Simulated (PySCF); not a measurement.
# Computed records: H3OSi2, H4OSi2, FH2OSi2, FHOSi2 and others

All values are calculated (PySCF 2.14.0). Calculation on a computer-drawn molecule: the log of a Hartree-Fock and frozen-core CCSD(T) single point meant for a local Hartree-Fock minimum, with one planted fault or none, to be diagnosed. Offsets are logged minus clean, where the clean run is the same molecule without the fault. The reference is restricted for singlets and unrestricted otherwise, and also for a bond in bohr or an excited solution. Adding or removing an electron swaps singlet and doublet. The excited solution moves the top pair (singlet) or top alpha electron (doublet) to the lowest empty orbital. Highest occupied and lowest empty are orbital energies over both spins, largest force is the largest gradient component, triples share is (T) over the correlation energy, the T1 limit is 0.02 restricted and 0.045 unrestricted, electrons count all cores, a negative frequency is imaginary (commonest isotopes), and the dipole is about the centre of nuclear charge.

Common to all runs: logged SCF converged yes; possible faults no fault, one electron removed, one electron added, multiplicity raised by two, geometry at a saddle point, SCF held on an excited solution, minimal basis STO-3G, one bond length entered in bohr, all coordinates scaled.

(1) H3OSi2

Logged structure:
```xyz
6
H3OSi2
O     -0.3838     0.7055    -1.7763
Si    -0.6010     1.6940    -0.6664
Si     1.0887     2.4782     0.7150
H     -1.8993     2.3509    -0.3965
H      0.6278     3.0169     2.0125
H      2.2765     1.6141     0.8424
```

| Item | Value |
| --- | --- |
| meant charge | 0 |
| meant multiplicity | 2 |
| meant basis | cc-pV(D+d)Z |
| logged electrons | 39 |
| logged basis functions | 75 |
| logged spin squared | 3.7745 |
| logged highest occupied | -6.1335 eV |
| logged lowest empty | 0.063458 eV |
| logged largest force | 0.13442 hartree/bohr |
| logged T1 diagnostic | 0.041294 |
| logged D1 diagnostic | 0.21659 |
| logged triples share | 0.027497 |
| logged CC converged | yes |
| logged dipole magnitude | 0.75179 debye |
| logged SCF stable within its kind | yes |
| logged energy HF | -654.3252 hartree |
| logged energy CCSD(T) | -654.68958 hartree |
| planted fault | multiplicity raised by two |
| HF energy offset from clean run | 67.03 kcal/mol |
| CCSD(T) energy offset from clean run | 95.48 kcal/mol |

Drawn bonds:
```
atom  other atom  order
   1           2      2
   2           3      1
   2           4      1
   3           5      1
   3           6      1
```

(2) H3OSi2

Structure as in entry 1.

| Quantity | Value |
| --- | --- |
| meant charge | 0 |
| meant multiplicity | 2 |
| meant basis | cc-pV(D+d)Z |
| logged electrons | 38 |
| logged basis functions | 75 |
| logged spin squared | 0 |
| logged highest occupied | -16.847 eV |
| logged lowest empty | -7.7965 eV |
| logged largest force | 0.04517 hartree/bohr |
| logged T1 diagnostic | 0.035467 |
| logged D1 diagnostic | 0.12304 |
| logged triples share | 0.037974 |
| logged CC converged | yes |
| logged dipole magnitude | 8.7452 debye |
| logged SCF stable within its kind | yes |
| logged energy HF | -654.11608 hartree |
| logged energy CCSD(T) | -654.52519 hartree |
| planted fault | one electron removed |
| HF energy offset from clean run | 198.3 kcal/mol |
| CCSD(T) energy offset from clean run | 198.6 kcal/mol |

Drawn bonds:
```
atom  other atom  order
   1           2      2
   2           3      1
   2           4      1
   3           5      1
   3           6      1
```

Notes: T1 above single-reference limit.

(3) H4OSi2

Logged structure:
```xyz
7
H4OSi2
O     -0.2556    -0.0139    -2.7809
Si    -0.6014    -0.9902    -1.6935
Si    -1.8623    -0.4400     0.2310
H     -0.1737    -2.4097    -1.7345
H     -3.0643    -1.3054     0.2617
H     -2.2444     0.9842     0.1909
H     -1.0356    -0.7283     1.4262
```

| Quantity | Value |
| --- | --- |
| meant charge | 0 |
| meant multiplicity | 1 |
| meant basis | cc-pV(D+d)Z |
| logged electrons | 40 |
| logged basis functions | 80 |
| logged spin squared | 2.0218 |
| logged highest occupied | -6.8214 eV |
| logged lowest empty | 0.20095 eV |
| logged largest force | 0.14222 hartree/bohr |
| logged T1 diagnostic | 0.045266 |
| logged D1 diagnostic | 0.24904 |
| logged triples share | 0.027312 |
| logged CC converged | yes |
| logged dipole magnitude | 0.92974 debye |
| logged SCF stable within its kind | yes |
| logged energy HF | -654.95519 hartree |
| logged energy CCSD(T) | -655.34868 hartree |
| planted fault | multiplicity raised by two |
| HF energy offset from clean run | 55.4 kcal/mol |
| CCSD(T) energy offset from clean run | 81.37 kcal/mol |

Drawn bonds:
```
atom  other atom  order
   1           2      2
   2           3      1
   2           4      1
   3           5      1
   3           6      1
   3           7      1
```

Notes: T1 above single-reference limit.

(4) FH2OSi2

Logged structure:
```xyz
6
FH2OSi2
O     -0.2592    -0.5533     0.1770
Si     0.1940    -0.1594    -1.1989
Si    -0.4747    -1.3895    -3.0756
F     -0.1940    -0.5428    -4.4304
H      2.0402     1.8637    -1.7479
H     -1.8897    -1.8033    -3.0746
```

| Item | Value |
| --- | --- |
| meant charge | 0 |
| meant multiplicity | 2 |
| meant basis | cc-pV(D+d)Z |
| logged electrons | 47 |
| logged basis functions | 84 |
| logged spin squared | 1.5059 |
| logged highest occupied | -9.6488 eV |
| logged lowest empty | -0.27151 eV |
| logged largest force | 0.0205 hartree/bohr |
| logged T1 diagnostic | 0.039687 |
| logged D1 diagnostic | 0.18554 |
| logged triples share | 0.033713 |
| logged CC converged | yes |
| logged dipole magnitude | 2.7588 debye |
| logged SCF stable within its kind | yes |
| logged energy HF | -753.24843 hartree |
| logged energy CCSD(T) | -753.82589 hartree |
| planted fault | one bond length entered in bohr, row 4 of the drawn bonds |
| HF energy offset from clean run | 60.92 kcal/mol |
| CCSD(T) energy offset from clean run | 65.01 kcal/mol |

Drawn bonds:
```
atom  other atom  order
   1           2      2
   2           3      1
   3           4      1
   2           5      1
   3           6      1
```

(5) FH2OSi2

Logged structure:
```xyz
6
FH2OSi2
O     -0.2592    -0.5533     0.1770
Si     0.1940    -0.1594    -1.1989
Si    -0.4747    -1.3895    -3.0756
F     -0.1940    -0.5428    -4.4304
H      1.1710     0.9111    -1.4894
H     -1.8897    -1.8033    -3.0746
```

| Quantity | Value |
| --- | --- |
| meant charge | 0 |
| meant multiplicity | 2 |
| meant basis | cc-pV(D+d)Z |
| logged electrons | 47 |
| logged basis functions | 30 |
| logged spin squared | 1.2397 |
| logged highest occupied | -5.745 eV |
| logged lowest empty | 5.8629 eV |
| logged largest force | 0.15696 hartree/bohr |
| logged T1 diagnostic | 0.061458 |
| logged D1 diagnostic | 0.29407 |
| logged triples share | 0.035955 |
| logged CC converged | yes |
| logged dipole magnitude | 0.98872 debye |
| logged SCF stable within its kind | yes |
| logged energy HF | -744.16132 hartree |
| logged energy CCSD(T) | -744.33781 hartree |
| planted fault | minimal basis STO-3G |
| HF energy offset from clean run | 5763 kcal/mol |
| CCSD(T) energy offset from clean run | 6019 kcal/mol |

Drawn bonds:
```
atom  other atom  order
   1           2      2
   2           3      1
   3           4      1
   2           5      1
   3           6      1
```

Notes: T1 above single-reference limit.

(6) FHOSi2

Logged structure:
```xyz
5
FHOSi2
O     -2.7966    -1.2396    -0.8827
Si    -2.2004    -0.0992    -0.1298
F     -0.8686    -0.1960     0.7554
Si    -2.9580     2.1591    -0.0613
H     -3.7522     1.8402     1.1852
```

| Property | Result |
| --- | --- |
| meant charge | 0 |
| meant multiplicity | 1 |
| meant basis | cc-pV(D+d)Z |
| logged electrons | 47 |
| logged basis functions | 79 |
| logged spin squared | 0.7686 |
| logged highest occupied | -2.422 eV |
| logged lowest empty | 6.7463 eV |
| logged largest force | 0.044813 hartree/bohr |
| logged T1 diagnostic | 0.019604 |
| logged D1 diagnostic | 0.06102 |
| logged triples share | 0.027351 |
| logged CC converged | yes |
| logged dipole magnitude | 3.235 debye |
| logged SCF stable within its kind | yes |
| logged energy HF | -752.81826 hartree |
| logged energy CCSD(T) | -753.40344 hartree |
| planted fault | one electron added |
| HF energy offset from clean run | -37.54 kcal/mol |
| CCSD(T) energy offset from clean run | -39.95 kcal/mol |

Drawn bonds:
```
atom  other atom  order
   1           2      2
   2           3      1
   2           4      1
   4           5      1
```

(7) ClO2Si

Logged structure:
```xyz
4
ClO2Si
O     -0.7481     1.3416    -1.8935
Si    -0.6732    -0.0773    -1.3549
O     -2.1115    -1.7326     0.4992
Cl     0.9540    -1.1343    -2.2162
```

| Item | Value |
| --- | --- |
| meant charge | -1 |
| meant multiplicity | 1 |
| meant basis | aug-cc-pV(D+d)Z |
| logged electrons | 48 |
| logged basis functions | 110 |
| logged spin squared | 1.0928 |
| logged highest occupied | -3.8128 eV |
| logged lowest empty | 4.6841 eV |
| logged largest force | 0.027279 hartree/bohr |
| logged T1 diagnostic | 0.069273 |
| logged D1 diagnostic | 0.31925 |
| logged triples share | 0.048719 |
| logged CC converged | yes |
| logged dipole magnitude | 3.3738 debye |
| logged SCF stable within its kind | yes |
| logged energy HF | -898.17125 hartree |
| logged energy CCSD(T) | -898.83184 hartree |
| planted fault | one bond length entered in bohr, row 2 of the drawn bonds |
| HF energy offset from clean run | 110.2 kcal/mol |
| CCSD(T) energy offset from clean run | 127.3 kcal/mol |

Drawn bonds:
```
atom  other atom  order
   1           2      2
   2           3      1
   2           4      1
```

Notes: T1 above single-reference limit.

(8) ClO2Si

Logged structure:
```xyz
4
ClO2Si
O     -0.7481     1.3416    -1.8935
Si    -0.6732    -0.0773    -1.3549
O     -1.4343    -0.9532    -0.3738
Cl     0.9540    -1.1343    -2.2162
```

| Item | Value |
| --- | --- |
| meant charge | -1 |
| meant multiplicity | 1 |
| meant basis | aug-cc-pV(D+d)Z |
| logged electrons | 48 |
| logged basis functions | 110 |
| logged spin squared | 0 |
| logged highest occupied | 1.3134 eV |
| logged lowest empty | -5.4218 eV |
| logged largest force | 0.086036 hartree/bohr |
| logged CC converged | no |
| logged dipole magnitude | 0.69029 debye |
| logged SCF stable within its kind | no |
| logged energy HF | -897.66521 hartree |
| planted fault | withheld |

Drawn bonds:
```
atom  other atom  order
   1           2      2
   2           3      1
   2           4      1
```

Notes: CCSD not converged; highest electron not bound in this basis.

To be estimated
1. Give the missing planted fault for ClO2Si (entry 8).

Calculated values
1. SCF held on an excited solution

Further results for ClO2Si (entry 8):

| Quantity | Value |
| --- | --- |
| HF energy offset from clean run | 427.7 kcal/mol |
